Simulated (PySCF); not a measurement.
SeCl₄, SMILES Cl[Se](Cl)(Cl)Cl.

Coordinates come from a PBE-D3(BJ)/def2-SVP optimisation. The isomer is the one that the SMILES or the coordinates give; other isomers of the formula were not compared.

Computed with PySCF with HF/def2-TZVP.

The molecule is in vacuum.

The total energy is -4237.82146 hartree and the point group comes out as C2v. The highest occupied level is -10.63 eV and the lowest empty level is -0.94 eV. The orbital gap comes out as 9.69 eV and the dipole moment is 0.88 D. The quadrupole, principal values (traceless, Buckingham form, about the centre of nuclear charge) is -16.59, 6.44, 10.15 D·Å. The mean static polarisability is 91.5 bohr³ (13.57 Å³) and the polarisability, principal values is 62.3, 81.4, 130.9 bohr³.
